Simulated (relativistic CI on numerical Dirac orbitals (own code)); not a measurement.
## Ru2+: 4d valence photoemission

Computed with this model: Dirac-Coulomb-Breit CI, KLI orbitals optimised for each configuration, a model potential for QED, multiplet model of photoemission in the sudden approximation, unscaled Slater integrals; configurations [Kr] 4d6 → [Kr] 4d5; 300 K; Lorentzian 0.21 eV and Gaussian 0.5 eV FWHM. Energies are those of the free ion, without screening or charge transfer. The energies are binding energies and can lie tens of eV above those of solids. S is read from ⟨S²⟩ = S(S + 1).

Field parameters in Wybourne normalisation: Oh B⁴₀ = 21Dq, B⁴₄ = √(5/14) B⁴₀. The field is a parameter set, without covalency.

free ion: ground-state S = 1.99, centroid 29.80 eV. Peaks (eV, height): 26.5 (55), 30.0 (100), 32.1 (49).

Oh, 10Dq = 4700 cm⁻¹: ground-state S = 1.99, centroid 29.84 eV. Peaks (eV, height): 26.7 (58), 29.9 (100), 30.7 (68), 32.4 (39).

Oh, 10Dq = 13000 cm⁻¹: ground-state S = 1.99, centroid 29.90 eV. Peaks (eV, height): 27.1 (89), 29.2 (87), 29.9 (71), 30.8 (100), 31.9 (36), 33.0 (29).

Oh, 10Dq = 21300 cm⁻¹: ground-state S = 0.07, centroid 29.84 eV. Peaks (eV, height): 29.6 (100).

Oh, 10Dq = 29600 cm⁻¹: ground-state S = 0.03, centroid 30.24 eV. Peaks (eV, height): 30.1 (100).

Oh, 10Dq = 37900 cm⁻¹: ground-state S = 0.01, centroid 30.64 eV. Peaks (eV, height): 30.5 (100).

Strongest unbroadened transitions for Oh, 10Dq = 4700 cm⁻¹:

| Energy (eV) | Relative strength |
| --- | --- |
| 26.65 | 11.8 |
| 26.66 | 11.7 |
| 26.71 | 100.0 |
| 29.71 | 9.5 |
| 29.74 | 67.0 |
| 29.75 | 18.8 |
| 29.99 | 14.4 |
| 30.03 | 32.3 |
| 30.04 | 39.5 |
| 30.09 | 23.6 |
| 30.62 | 40.3 |
| 30.70 | 26.9 |
| 30.72 | 11.2 |
| 30.80 | 15.3 |
| 31.06 | 6.7 |
| 32.23 | 22.8 |
| 32.34 | 8.6 |
| 32.44 | 19.7 |
